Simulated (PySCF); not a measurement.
Method: PBE-D3(BJ)/def2-TZVP // B3LYP-D3(BJ)/def2-TZVP in PySCF. Gas-phase values, no solvent. Delta-SCF ions had no search for a lower state. Excitations are Tamm–Dancoff values on a coarser integration grid. The basis has no diffuse functions, so Rydberg states are missing or too high.

Reference species (SMILES): `C#CCC#N` (neutral, multiplicity 1).

```
Quantity                                  Result
--------------------------------------  --------
HOMO                                    -7.29 eV
S1–T1 gap (TDA)                          0.95 eV
vertical ionisation energy (Delta-SCF)  10.60 eV
```

After one change: the HOMO increases by 1.11 eV; the S1–T1 gap (TDA) falls by 0.39 eV; the vertical ionisation energy (Delta-SCF) decreases by 0.75 eV.

**Question.** Which change was made? The new species is one of these.
A. `C#CC(=O)O`
B. `C#COC`
C. `C#CN`
D. `C#CC(C)=O`

**Answer.** D, `C#CC(C)=O`
